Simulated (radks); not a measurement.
Q: All-electron atom: Rh3+ in [Kr] 4d6 (the NIST ground configuration). All-electron calculation, scalar-relativistic Kohn-Sham, Slater X-alpha with alpha = 0.667, spin-unpolarised, spherical densities, finite nucleus; Fermi nuclear charge, rms radius 4.4945 fm. Program: a radial shooting solver on a logarithmic mesh with Libxc functionals. Some entries of the table are withheld. Estimate them.

orbital,occ.,eigenvalue (hartree),<r^2> (bohr^2)
1s,2,-846.7866,(1)
2s,2,-123.8928,(2)
2p,6,-111.2438,0.01871
3s,2,-23.17310,0.1754
3p,6,(3),(4)
3d,10,-12.34400,0.1642
4s,2,(5),1.071
4p,6,-3.10421,(6)
4d,6,-1.40136,2.242

A: 
(1) 1s <r^2> (bohr^2): 0.001441
(2) 2s <r^2> (bohr^2): 0.02379
(3) 3p eigenvalue (hartree): -19.01486
(4) 3p <r^2> (bohr^2): 0.1777
(5) 4s eigenvalue (hartree): -4.29384
(6) 4p <r^2> (bohr^2): 1.296
